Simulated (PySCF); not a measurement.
**GaSb: from constants to spectrum**

r²SCAN constants of GaSb, ³Σ⁻ (triplet), unpaired electrons π ↑↑ (basis Ga def2-SVP, Sb def2-SVP with ECP28; scalar-relativistic core potentials; PySCF 2.14; masses 68.9256 and 120.9038 u):

* ωe: 179.9 cm⁻¹
* ωexe: 0.419 cm⁻¹
* Be: 0.050261 cm⁻¹
* αe: 0.000174 cm⁻¹
* D (centrifugal): 1.57e-08 cm⁻¹
* De to Ga + Sb: 1.81 eV

Give the vibrational terms G(v) and spacings up to v = 6.

G(v) = ωe(v+½) − ωexe(v+½)².

```
v  G(v) (cm⁻¹)  G(v) − G(v−1)  Bv (cm⁻¹)
0         89.8                   0.05017
1        268.9          179.1    0.05000
2        447.1          178.2    0.04983
3        624.5          177.4    0.04965
4        801.1          176.5    0.04948
5        976.8          175.7    0.04930
6       1151.6          174.9    0.04913
```

How well does the Morse estimate ωe²/(4ωexe) reproduce De, and what is D0?

It gives 2.39 eV, 132 % of the computed De. D0 = De − G(0) = 1.81 − 0.01 = 1.80 eV.

Spin–orbit coupling is left out, which matters for elements this heavy, above all for dissociation energies. The state was picked by a PBE0 search and need not be the measured ground state.
